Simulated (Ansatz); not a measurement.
Reaction (ligand exchange at the Si–C bond): `C=C=C[SiH2]C` + `[OH][GeH3]` → `C[SiH2][O][GeH3]` + `C=C=C`

Calculated with Ansatz (gas phase, PBE0-D4/def2-TZVP geometries, no zero-point term in ΔE). CCSD(T)/CBS adds triple-zeta CCSD(T) − MP2 to the extrapolated MP2 energy (def2 sets, frozen cores). This one scheme is used for every species. DFT in def2-TZVPP. B3LYP here is the variant with VWN-RPA as its local correlation; programs differ in this. For Ge outer-core shells are correlated without core-valence functions, which leaves a few kJ/mol of doubt a bond. Scalar relativity is left out up to krypton. One conformer a species, not always the lowest.

```csv
level,ΔE (eV)
B3LYP-D4,-0.98
ωB97X-V,-0.97
PBE,-0.83
PBE0,-0.89
B3LYP,-1.00
CCSD/def2-TZVPP,-1.01
MP2/CBS(def2),-0.94
CCSD/CBS(def2),-1.01
```

**Question.** What does CCSD(T)/CBS give? (Best estimate.)

**Answer.** The calculation gave: -0.97 eV. The listed levels differ from it by -0.01, 0.00, 0.14, 0.08, -0.03, -0.04, 0.03, -0.04 eV.

Largest T1 diagnostic among the species: 0.012.

From PBE to PBE0 (25 % exact exchange), in def2-TZVPP and without D4, ΔE moves by −0.05 eV. In def2-TZVPP, CCSD(T) changes the Hartree–Fock value by +0.20 eV (the triples alone add +0.04 eV) and MP2 by +0.24 eV.
